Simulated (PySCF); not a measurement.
C₃H₅, SMILES C=[C]C (connectivity only; charge and spin as stated), charge +1, multiplicity 1. Atoms are numbered in the order given.

```xyz
8

C      0.0045     1.3691     0.0000
C     -0.0303     0.1057     0.0000
C     -0.0185    -1.2911     0.0000
H     -0.9276     1.9436     0.0000
H      0.9504     1.9176     0.0000
H      1.0768    -1.5063     0.0000
H     -0.4169    -1.7288    -0.9204
H     -0.4169    -1.7288     0.9204
```
Charge +1, spin multiplicity 1.

The structure is a stationary point at PBE0-D3(BJ)/def2-TZVP. The multiplicity is an assumed one; other spin states were not compared. The isomer is the one that the SMILES or the coordinates give; other isomers of the formula were not compared.

Level of theory: PBE0-D3(BJ)/def2-TZVP (PySCF 2.14.0).

Harmonic, unscaled wavenumbers; measured fundamentals usually lie a few per cent lower.

| mode | ν (cm⁻¹) | IR (km/mol) | Raman (Å⁴/amu) | depolarisation | moving atoms (share of kinetic energy) |
|---|---|---|---|---|---|
| 1 | 188 | 14.2 | 0.6 | 0.75 | H 97 % |
| 2 | 294 | 11.2 | 0.4 | 0.67 | H 67 %, C 33 % |
| 3 | 356 | 7.4 | 2.8 | 0.75 | C 69 %, H 31 % |
| 4 | 558 | 1.7 | 0.4 | 0.38 | H 76 %, C 24 % |
| 5 | 836 | 74.9 | 0.3 | 0.75 | H 75 %, C 25 % |
| 6 | 928 | 38.7 | 6.0 | 0.13 | C 68 %, H 32 % |
| 7 | 1007 | 12.5 | 11.5 | 0.27 | C 61 %, H 39 % |
| 8 | 1028 | 3.4 | 1.1 | 0.75 | H 68 %, C 32 % |
| 9 | 1257 | 78.5 | 6.3 | 0.65 | H 89 %, C 11 % |
| 10 | 1297 | 43.7 | 21.3 | 0.52 | H 80 %, C 20 % |
| 11 | 1327 | 29.1 | 10.2 | 0.75 | H 98 % |
| 12 | 1438 | 7.2 | 8.4 | 0.65 | H 87 %, C 13 % |
| 13 | 1962 | 196.0 | 46.7 | 0.20 | C 97 % |
| 14 | 2909 | 170.1 | 136.7 | 0.14 | H 95 % |
| 15 | 3063 | 68.4 | 117.0 | 0.23 | H 95 % |
| 16 | 3086 | 199.7 | 162.6 | 0.07 | H 94 % |
| 17 | 3140 | 33.5 | 69.3 | 0.75 | H 90 %, C 10 % |
| 18 | 3156 | 136.5 | 64.0 | 0.74 | H 90 %, C 10 % |
